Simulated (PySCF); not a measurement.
NMR data simulated for an unnamed compound:

¹H NMR (400 MHz, computed): δ 6.57 (m, 1H), 5.66 (t, J = 1.4 Hz, 1H), 5.63 (dqd, J = 18.9, 1.4, 1.0 Hz, 1H), 5.59 (m, 1H), 5.58 (m, 1H), 2.66 (qd, J = 10.3, 1.0 Hz, 2H).

¹³C{¹H} NMR (computed): δ 146.0 (CH), 144.4 (C, q, J = 1.9 Hz), 133.1 (CH2), 130.4 (C, q, J = 342.5 Hz), 124.1 (CH2), 38.1 (CH2, q, J = 32.2 Hz).

Theory: PBE0-D3(BJ)/def2-SVP geometry, PBE0/pcSseg-1 with gauge-including orbitals, J couplings at B3LYP/pcJ-1 (spin–dipole term only in couplings to heteroatoms), in PySCF 2.14.0 with density-fitted response routines (no relativistic terms, gas phase, single conformer, one averaged value for each set of equivalent atoms).

Referencing at the same level of theory: ¹H (σref 31.27) and ¹³C (σref 184.41) against TMS.

Question: Which of these does the molecule contain: an S-methyl group, a CF3 group, a vinyl group CH=CH2, a non-aromatic C=C double bond, an OH group, a methoxy group?

Answer: 
- An S-methyl group: no.
- A CF3 group: yes (δC 130.4).
- A vinyl group CH=CH2: yes (δC 124.1, 146.0; δH 5.59 (m), 5.63 (dqd), 6.57 (m)).
- A non-aromatic C=C double bond: yes.
- An OH group: no.
- A methoxy group: no.

The data belong to SMILES C=CC(=C)CC(F)(F)F, C$_{6}$H$_{7}$F$_{3}$; they needn't prove each group on their own.

Carbon signals by region: 5 in the sp2 and nitrile region (100–160 ppm), 1 below 50 ppm.

C–F couplings over four or more bonds (about 3 Hz to the para carbon of a fluoroarene) are left out. Common functionals overestimate the size of one-bond C–F couplings by tens of Hz; these are unscaled. Multiplet labels drop couplings under 1 Hz and merge nearly equal ones. Unscaled 3J(H,H) at this level run about 10 % above measured values. Shifts are as computed. Against solution values, carbons near 30 ppm lie about +2 ppm off and those near 130 ppm about +5 ppm. Of 1211 compounds with measured shifts, 218 miss one by over three times the rms of a fit or turn the order of signals round; such compounds aren't used in these exercises.
